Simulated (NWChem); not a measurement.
**Correlation energy of methylammonium (CH$_{6}$N (+1))**

SMILES: C[NH3+]
```xyz
8

C      0.7888     0.0475     0.0000
N     -0.7003    -0.0422     0.0000
H      1.1101     0.5868     0.8989
H      1.1101     0.5868    -0.8989
H      1.2037    -0.9674     0.0000
H     -1.0563    -0.5417     0.8265
H     -1.0563    -0.5417    -0.8265
H     -1.1423     0.8873     0.0000
```
Charge +1, spin multiplicity 1.

The numbers come from NWChem runs, not from measurements. Structure: optimised with PBE0/def2-SVP, a minimum by its harmonic frequencies.

Basis set: STO-3G. Each correlation energy counts from its own Hartree-Fock reference.

The correlated methods keep 2 core orbitals frozen. No row is a measurement; the coupled-cluster row has its own basis-set and correlation limits.

For the correlation energy, MP2 gives -112.6 mHa and CCSD(T) gives -149.5 mHa. What do SCS-MP2 give?

SCS-MP2: -125.8 mHa.
